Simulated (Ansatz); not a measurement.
Gas-phase electronic energies from Ansatz, PBE0-D4/def2-TZVP geometries. CCSD(T)/CBS is the MP2 limit (def2-TZVPP, def2-QZVPP) plus CCSD(T) − MP2 in def2-TZVPP, frozen cores. This one scheme is used for every species. Functionals use def2-TZVPP. For Ga, Se outer-core shells are correlated without core-valence functions, which leaves a few kJ/mol of doubt a bond. Scalar relativity is left out up to krypton. One conformer a species, not always the lowest.

Consider the formal exchange of groups at a Ga–Se bond: `[CH3][GaH][Se]C` + `CF` → `[CH3][GaH][CH2]F` + `C[SeH]`.

| level | ΔE (kcal/mol) |
| --- | --- |
| ωB97M-V | 32.7 |
| CCSD/CBS(def2) | 34.1 |

**Question.** What does CCSD(T)/CBS give? (Best estimate.)

**Answer.** Ansatz gave: +34.4 kcal/mol. The listed levels differ from it by -1.7, -0.3 kcal/mol.

Largest T1 diagnostic among the species: 0.012.

The D4 term adds +1.5 kcal/mol with B3LYP and +0.9 kcal/mol with PBE0; it sums over pairs of atoms, weighted by their polarisabilities, and B3LYP, whose exchange is more repulsive, gets the larger term. From PBE to PBE0 (25 % exact exchange), in def2-TZVPP and without D4, ΔE moves by +1.1 kcal/mol.

B3LYP here is the variant with VWN-RPA as its local correlation; programs differ in this.
